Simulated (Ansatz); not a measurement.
Stepwise reaction of `[F][GeH]([F])[SiH3]` with water, as a gas-phase model of exchange steps in deposition or etching. ΔE in kJ/mol; ΔG adds harmonic PBE0-D4 terms to CCSD(T)/CBS, at 1 bar.

Calculated with Ansatz (gas phase, PBE0-D4/def2-TZVP geometries, no zero-point term in ΔE). CBS: MP2 limit from def2 TZ/QZ plus the TZ coupled-cluster correction, frozen cores. This one scheme is used for every species. Functionals use def2-TZVPP. B3LYP here is the variant with VWN-RPA as its local correlation; programs differ in this. For Ge outer-core shells are correlated without core-valence functions, which leaves a few kJ/mol of doubt a bond. Scalar relativity is left out up to krypton. Each species was taken in one conformer, which may not be the lowest.

| step | reaction | PBE-D4 | B3LYP-D4 | ωB97M-V | CCSD(T)/CBS | ΔG(500 K) |
| --- | --- | --- | --- | --- | --- | --- |
| 1 | `[F][GeH]([F])[SiH3]` + H₂O → `[OH][GeH]([F])[SiH3]` + H–F | 30.2 | 31.8 | 31.1 | 26.4 | 28.1 |

(1) Give the row of step 2, `[OH][GeH]([F])[SiH3]` + H₂O → `[OH][GeH]([OH])[SiH3]` + H–F. (Best estimate.)

(2) By hand: ΔE of the 2 steps together at CCSD(T)/CBS.

Answers

(1) Computed: 
```
step                                                      reaction  PBE-D4  B3LYP-D4  ωB97M-V  CCSD(T)/CBS  ΔG(500 K)
   2  `[OH][GeH]([F])[SiH3]` + H₂O → `[OH][GeH]([OH])[SiH3]` + H–F    38.2      42.9     42.7         37.5       35.8
```

(2) (26.4) + (37.5) = 63.9 kJ/mol, or 31.9 kJ/mol a step.

In ΔE each step is higher than the one before. All are uphill at CCSD(T)/CBS. ΔG lies between 28.1 and 35.8 kJ/mol a step. PBE-D4 differs from CCSD(T)/CBS by 0.7 to 3.8 kJ/mol a step. Only this route is followed, and other bonds may react first. Isolated molecules leave out the surface, adducts and barriers. Largest T1 diagnostic: 0.013.
